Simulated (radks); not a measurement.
Question: Species: Tc III. Configuration: [Ar] 3d10 4p6 4d5 5s2 (not the ground configuration). All-electron calculation, Dirac Kohn-Sham, RPBE, spin-unpolarised, spherical densities, point nucleus; open shells fill j = l - 1/2 first. Program: a radial shooting solver on a logarithmic mesh with Libxc functionals.

Spin-orbit splittings of the eigenvalues, e(l+1/2) - e(l-1/2), with zeta = 2 splitting/(2l+1) and mean radii in bohr:

| shell | occ. | splitting (eV) | zeta (eV) | <r> j=l-1/2 | <r> j=l+1/2 |
|---|---|---|---|---|---|
| 2p | 6 | 118.3 | 78.85 | 0.1271 | 0.1318 |
| 3p | 6 | 19.81 | 13.21 | 0.4086 | 0.4191 |
| 3d | 10 | 3.811 | 1.525 | 0.3961 | 0.3996 |
| 4p | 6 | 3.180 | 2.120 | 1.115 | 1.141 |
| 4d | 5 | ? | ? | 1.437 | 1.449 |

Estimate the 4d splitting.

Answer: 0.3958 eV (zeta = 0.1583 eV).
